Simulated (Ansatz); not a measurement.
Reaction (cleavage of the B–Si bond): `BB[SiH2]F` + HCl → `BBCl` + `F[SiH3]`

Isolated molecules relaxed with PBE0-D4/def2-TZVP in Ansatz; ΔE leaves out vibrations. CCSD(T)/CBS adds triple-zeta CCSD(T) − MP2 to the extrapolated MP2 energy (def2 sets, frozen cores). This one scheme is used for every species. Functionals use def2-TZVPP. One conformer a species, not always the lowest.

| level | ΔE (kJ/mol) | difference from CCSD(T)/CBS |
| --- | --- | --- |
| PBE-D4 | -77.3 | 16.4 |
| revPBE-D4 | -78.6 | 15.1 |
| B97M-V | -79.6 | 14.1 |
| r2SCANh-D4 | -86.7 | 7.0 |
| CAM-B3LYP-D4 | -91.8 | 1.9 |
| revPBE | -80.8 | 12.9 |
| RPA@PBE/def2-TZVPP | -98.3 | -4.6 |
| MP2/def2-QZVPP | -103.5 | -9.8 |
| MP2/CBS(def2) | -103.0 | -9.3 |
| CCSD/CBS(def2) | -93.9 | -0.2 |
| CCSD(T)/CBS | -93.7 | 0 |

Largest T1 diagnostic among the species: 0.014.

From r2SCAN to r2SCAN0 (25 % exact exchange), in def2-TZVPP and without D4, ΔE moves by −4.6 kJ/mol. At CCSD(T), def2-SVP lies −11.5 kJ/mol from the extrapolated value and def2-TZVPP −0.9 kJ/mol. Leaving LDA and LC-ωPBE aside and taking each functional with its dispersion term where it has one, the values, not all of them listed here, spread over 19.8 kJ/mol, from B2PLYP to PBE-D4. LDA lies +5.3 kJ/mol from PBE without D4.
